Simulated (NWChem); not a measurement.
System: iodoethane (C₂H₅I); SMILES CCI

NWChem printed, in part:

```
             Northwest Computational Chemistry Package (NWChem) 7.3.0
             --------------------------------------------------------

 CS  symmetry detected

                             Geometry "geometry" -> ""
                             -------------------------

 Output coordinates in angstroms (scale by  1.889725989 to convert to a.u.)

  No.       Tag          Charge          X              Y              Z
 ---- ---------------- ---------- -------------- -------------- --------------
    1 C                    6.0000     0.44383497     2.41365889     0.00000000
    2 C                    6.0000    -0.67721932     1.40403135     0.00000000
    3 I                   53.0000     0.03479210    -0.63996606     0.00000000
    4 H                    1.0000     1.08191133     2.31378773     0.89000700
    5 H                    1.0000     0.01696184     3.43098915     0.00000000
    6 H                    1.0000     1.08191133     2.31378773    -0.89000700
    7 H                    1.0000    -1.31222975     1.47674759     0.89216600
    8 H                    1.0000    -1.31222975     1.47674759    -0.89216600

 Effective nuclear repulsion energy (a.u.)     214.2873647954

      Symmetry information
      --------------------

 Group name             Cs
 Group number              2
 Group order               2
 No. of unique centers     6

                                Z-matrix (autoz)
                                --------

 Units are Angstrom for bonds and degrees for angles

      Type          Name      I     J     K     L     M      Value
      ----------- --------  ----- ----- ----- ----- ----- ----------
    1 Stretch                  1     2                       1.50868
    2 Stretch                  1     4                       1.09965
    3 Stretch                  1     5                       1.10326
    4 Stretch                  1     6                       1.09965
    5 Stretch                  2     3                       2.16446
    6 Stretch                  2     7                       1.09749
    7 Stretch                  2     8                       1.09749
    8 Bend                     1     2     3               112.80097
    9 Bend                     1     2     7               112.68113
   10 Bend                     1     2     8               112.68113
   11 Bend                     2     1     4               111.73976
   12 Bend                     2     1     5               109.24338
   13 Bend                     2     1     6               111.73976
   14 Bend                     3     2     7               104.64941
   15 Bend                     3     2     8               104.64941
   16 Bend                     4     1     5               107.95436
   17 Bend                     4     1     6               108.06601
   18 Bend                     5     1     6               107.95436
   19 Bend                     7     2     8               108.76331
   20 Torsion                  3     2     1     4         -60.61333
   21 Torsion                  3     2     1     5         180.00000
   22 Torsion                  3     2     1     6          60.61333
   23 Torsion                  4     1     2     7          57.61736
   24 Torsion                  4     1     2     8        -178.84402
   25 Torsion                  5     1     2     7         -61.76931
   26 Torsion                  5     1     2     8          61.76931
   27 Torsion                  6     1     2     7         178.84402
   28 Torsion                  6     1     2     8         -57.61736

  xc_inp: hfexch multiplicative factor not found.

                           NWChem Geometry Optimization
                           ----------------------------

 maximum gradient threshold         (gmax) =   0.000450
 rms gradient threshold             (grms) =   0.000300
 maximum cartesian step threshold   (xmax) =   0.001800
 rms cartesian step threshold       (xrms) =   0.001200
 fixed trust radius                (trust) =   0.300000
 source of zmatrix                         =   autoz

          -------------------
          Energy Minimization
          -------------------

 Using diagonal initial Hessian
 Scaling for Hessian diagonals: bonds = 1.00  angles = 0.25  torsions = 0.10

          --------
          Step   0

                                 NWChem DFT Module
                                 -----------------

 Summary of "ao basis" -> "ao basis" (spherical)
 ------------------------------------------------------------------------------
       Tag                 Description            Shells   Functions and Types
 ---------------- ------------------------------  ------  ---------------------
 C                           3-21g                   5        9   3s2p
 I                           3-21g                  13       31   6s5p2d
 H                           3-21g                   2        2   2s

      Symmetry analysis of basis
      --------------------------

        a'         42
        a"         17

            General Information
            -------------------
          SCF calculation type: DFT
          Wavefunction type:  closed shell.
          No. of atoms     :     8
          No. of electrons :    70
           Alpha electrons :    35
            Beta electrons :    35
          Charge           :     0
          Spin multiplicity:     1
          Use of symmetry is: on ; symmetry adaption is: on
          Maximum number of iterations: 150
          AO basis - number of functions:    59
                     number of shells:    33
          Convergence on energy requested:  1.00D-06
          Convergence on density requested:  1.00D-05
          Convergence on gradient requested:  5.00D-04

              XC Information
              --------------
                     Hartree-Fock (Exact) Exchange  1.000

      Superposition of Atomic Density Guess
      -------------------------------------

 Sum of atomic energies:       -6964.72023820

      Non-variational initial energy
      ------------------------------

 Total energy =   -6966.127860
 1-e energy   =  -10006.361833
 2-e energy   =    2825.946608
 HOMO         =      -0.312828
 LUMO         =       0.019215

      Symmetry analysis of molecular orbitals - initial
      -------------------------------------------------

  Numbering of irreducible representations:

     1 a'          2 a"

  Orbital symmetries:

     1 a'          2 a'          3 a'          4 a'          5 a"
     6 a'          7 a'          8 a'          9 a"         10 a'
    11 a'         12 a"         13 a'         14 a"         15 a'
    16 a'         17 a'         18 a'         19 a"         20 a'
    21 a'         22 a'         23 a"         24 a'         25 a"
    26 a'         27 a'         28 a'         29 a"         30 a'
    31 a'         32 a"         33 a'         34 a'         35 a"
    36 a'         37 a'         38 a'         39 a"         40 a'
    41 a"         42 a'         43 a'         44 a"         45 a'

   convergence    iter        energy       DeltaE   RMS-Dens  Diis-err
 ---------------- ----- ----------------- --------- --------- ---------
 d= 0,ls=0.0,diis     1  -6965.4913985412 -7.18D+03  9.50D-03  1.45D-01
 d= 0,ls=0.0,diis     2  -6965.5159490036 -2.46D-02  2.64D-03  2.94D-02
 d= 0,ls=0.0,diis     3  -6965.5195108002 -3.56D-03  1.07D-03  1.33D-03
 d= 0,ls=0.0,diis     4  -6965.5198355637 -3.25D-04  2.62D-04  3.87D-05
 d= 0,ls=0.0,diis     5  -6965.5198484602 -1.29D-05  7.52D-05  4.38D-06
  Resetting Diis
 d= 0,ls=0.0,diis     6  -6965.5198497949 -1.33D-06  2.57D-05  4.10D-07
 d= 0,ls=0.0,diis     7  -6965.5198499370 -1.42D-07  3.10D-06  1.55D-08

         Total DFT energy =    -6965.519849936995
      One electron energy =   -10009.052912883531
           Coulomb energy =     3015.109822988093
    Exchange-Corr. energy =     -185.864124836922
 Nuclear repulsion energy =      214.287364795365

 Numeric. integr. density =        0.000000000000

                  Occupations of the irreducible representations
                  ----------------------------------------------

                     irrep           alpha         beta
                     --------     --------     --------
                     a'               25.0         25.0
                     a"               10.0         10.0

[...]

      ----------------------
      Optimization converged
      ----------------------

  Step       Energy      Delta E   Gmax     Grms     Xrms     Xmax
  ---- ---------------- -------- -------- -------- -------- --------
@    4   -6965.52181505 -2.2D-06  0.00016  0.00004  0.00072  0.00151
                                     ok       ok       ok       ok

                                Z-matrix (autoz)
                                --------

 Units are Angstrom for bonds and degrees for angles

      Type          Name      I     J     K     L     M      Value     Gradient
      ----------- --------  ----- ----- ----- ----- ----- ---------- ----------
    1 Stretch                  1     2                       1.52991    0.00016
    2 Stretch                  1     4                       1.08176    0.00003
    3 Stretch                  1     5                       1.08616    0.00006
    4 Stretch                  1     6                       1.08176    0.00003
    5 Stretch                  2     3                       2.20718   -0.00010
    6 Stretch                  2     7                       1.07689    0.00006
    7 Stretch                  2     8                       1.07689    0.00006
    8 Bend                     1     2     3               112.10814   -0.00000
    9 Bend                     1     2     7               112.10837    0.00002
   10 Bend                     1     2     8               112.10837    0.00002
   11 Bend                     2     1     4               111.08409   -0.00003
   12 Bend                     2     1     5               108.96103   -0.00001
   13 Bend                     2     1     6               111.08409   -0.00003
   14 Bend                     3     2     7               105.16155   -0.00001
   15 Bend                     3     2     8               105.16155   -0.00001
   16 Bend                     4     1     5               108.50188    0.00002
   17 Bend                     4     1     6               108.63663    0.00002
   18 Bend                     5     1     6               108.50188    0.00002
   19 Bend                     7     2     8               109.75127   -0.00003
   20 Torsion                  3     2     1     4         -60.52266    0.00000
   21 Torsion                  3     2     1     5         180.00000   -0.00000
   22 Torsion                  3     2     1     6          60.52266   -0.00000
   23 Torsion                  4     1     2     7          57.49348    0.00001
   24 Torsion                  4     1     2     8        -178.53880   -0.00000
   25 Torsion                  5     1     2     7         -61.98386    0.00000
   26 Torsion                  5     1     2     8          61.98386   -0.00000
   27 Torsion                  6     1     2     7         178.53880    0.00000
   28 Torsion                  6     1     2     8         -57.49348   -0.00001

                         Geometry "geometry" -> "geometry"
                         ---------------------------------

 Output coordinates in angstroms (scale by  1.889725989 to convert to a.u.)

  No.       Tag          Charge          X              Y              Z
 ---- ---------------- ---------- -------------- -------------- --------------
    1 C                    6.0000     0.44866357     2.42563511     0.00000000
    2 C                    6.0000    -0.69281856     1.40699375     0.00000000
    3 I                   53.0000     0.04892873    -0.67181470     0.00000000
    4 H                    1.0000     1.06970990     2.31416295     0.87868185
    5 H                    1.0000     0.02803476     3.42704387     0.00000000
    6 H                    1.0000     1.06970990     2.31416295    -0.87868185
    7 H                    1.0000    -1.30724777     1.48680003     0.88079159
    8 H                    1.0000    -1.30724777     1.48680003    -0.88079159

 Effective nuclear repulsion energy (a.u.)     211.7427604076

      Symmetry information
      --------------------

 Group name             Cs
 Group number              2
 Group order               2
 No. of unique centers     6

                Final and change from initial internal coordinates
                --------------------------------------------------

                                Z-matrix (autoz)
                                --------

 Units are Angstrom for bonds and degrees for angles

[...]

 Rotational Constants
 --------------------
 A=   0.974899 cm-1  (  1.402630 K)
 B=   0.095366 cm-1  (  0.137207 K)
 C=   0.089755 cm-1  (  0.129134 K)

 Temperature                      =   298.15K
 frequency scaling parameter      =   1.0000

 Zero-Point correction to Energy  =   44.188 kcal/mol  (  0.070418 au)
 Thermal correction to Energy     =   46.771 kcal/mol  (  0.074535 au)
 Thermal correction to Enthalpy   =   47.364 kcal/mol  (  0.075479 au)

 Total Entropy                    =   69.970 cal/mol-K
   - Translational                =   41.024 cal/mol-K (mol. weight = 155.9395)
   - Rotational                   =   24.762 cal/mol-K (symmetry #  =        1)
   - Vibrational                  =    4.185 cal/mol-K

 Cv (constant volume heat capacity) =   12.443 cal/mol-K
   - Translational                  =    2.979 cal/mol-K
   - Rotational                     =    2.979 cal/mol-K
   - Vibrational                    =    6.484 cal/mol-K

[normal modes left out]

 ----------------------------------------------------------------------------
 Normal Eigenvalue ||           Projected Infra Red Intensities
  Mode   [cm**-1]  || [atomic units] [(debye/angs)**2] [(KM/mol)] [arbitrary]
 ------ ---------- || -------------- ----------------- ---------- -----------
    1       -0.000 ||    0.001652           0.038         1.611       1.436
    2       -0.000 ||    0.001051           0.024         1.024       0.913
    3       -0.000 ||    0.000152           0.003         0.148       0.132
    4       -0.000 ||    0.000213           0.005         0.208       0.186
    5       -0.000 ||    0.000289           0.007         0.282       0.251
    6        0.000 ||    0.000000           0.000         0.000       0.000
    7      265.266 ||    0.000002           0.000         0.002       0.002
    8      278.308 ||    0.001889           0.044         1.842       1.642
    9      537.619 ||    0.021151           0.488        20.619      18.382
   10      826.030 ||    0.008835           0.204         8.613       7.679
   11     1017.361 ||    0.013979           0.322        13.627      12.149
   12     1118.616 ||    0.000039           0.001         0.038       0.034
   13     1156.733 ||    0.004429           0.102         4.317       3.849
   14     1387.075 ||    0.125302           2.891       122.151     108.900
   15     1397.840 ||    0.000482           0.011         0.470       0.419
   16     1581.397 ||    0.006465           0.149         6.303       5.619
   17     1638.173 ||    0.009041           0.209         8.813       7.857
   18     1662.087 ||    0.010419           0.240        10.157       9.055
   19     1668.650 ||    0.003115           0.072         3.037       2.707
   20     3197.389 ||    0.021671           0.500        21.126      18.834
   21     3261.068 ||    0.005380           0.124         5.244       4.675
   22     3286.823 ||    0.012065           0.278        11.762      10.486
   23     3289.837 ||    0.023518           0.543        22.927      20.440
   24     3354.337 ||    0.005009           0.116         4.883       4.353
 ----------------------------------------------------------------------------
```

Level: Hartree-Fock/3-21G, non-relativistic. 

Problem. Which NWChem input produces such a log?

Solution. This is not unique; one that fits is the input that was run:
```
start job
memory heap 200 mb stack 900 mb global 1100 mb
geometry units angstroms
  C      0.454361     2.403257     0.000000
  C     -0.677733     1.406024     0.000000
  I      0.011748    -0.645683     0.000000
  H      1.091300     2.296372     0.890007
  H      0.038706     3.425222     0.000000
  H      1.091300     2.296372    -0.890007
  H     -1.311905     1.485722     0.892166
  H     -1.311905     1.485722    -0.892166
end
basis spherical
  * library 3-21g
end
dft
  xc hfexch
  iterations 150
end
driver
  maxiter 120
end
task dft optimize
task dft freq
```
